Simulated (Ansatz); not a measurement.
`NB(O)F` + `[InH3]` → `O[B](F)[InH2]` + NH₃  (formal exchange of groups at a B–N bond)

Computed with Ansatz on PBE0-D4/def2-TZVP structures; ΔE is electronic, products minus reactants. CCSD(T)/CBS adds triple-zeta CCSD(T) − MP2 to the extrapolated MP2 energy (def2 sets, frozen cores). This one scheme is used for every species. DFT in def2-TZVPP. HSE06 is defined as in plane-wave codes. Elements past krypton have def2 core potentials. For In outer-core shells are correlated without core-valence functions, which leaves a few kJ/mol of doubt a bond. Each species was taken in one conformer, which may not be the lowest.

Q: Is it downhill or uphill in electronic energy at CCSD(T)/CBS, and by how much? (Best estimate.)

A: Ansatz gave: Uphill: ΔE = +25.9 kcal/mol.

Q: What do these levels give: PBE-D4, HSE06-D4, CAM-B3LYP-D4, PBE-QIDH, PBE, r2SCAN0, HSE06, LC-ωPBE, CCSD/def2-SVP, CCSD(T)/def2-SVP, CCSD(T)/def2-TZVPP, HF/def2-QZVPP? (Estimate.)

A: Ansatz gave: PBE-D4 24.4, HSE06-D4 26.8, CAM-B3LYP-D4 29.2, PBE-QIDH 27.9, PBE 24.5, r2SCAN0 29.0, HSE06 26.9, LC-ωPBE 28.1, CCSD/def2-SVP 31.9, CCSD(T)/def2-SVP 31.2, CCSD(T)/def2-TZVPP 26.5, HF/def2-QZVPP 33.1 kcal/mol.

Largest T1 diagnostic among the species: 0.014.

In def2-TZVPP, CCSD(T) changes the Hartree–Fock value by −6.7 kcal/mol (the triples alone add −0.9 kcal/mol) and MP2 by −6.8 kcal/mol. From BLYP to BHLYP (50 % exact exchange), in def2-TZVPP and without D4, ΔE moves by +5.0 kcal/mol. At CCSD(T), def2-SVP lies +5.3 kcal/mol from the extrapolated value and def2-TZVPP +0.6 kcal/mol.
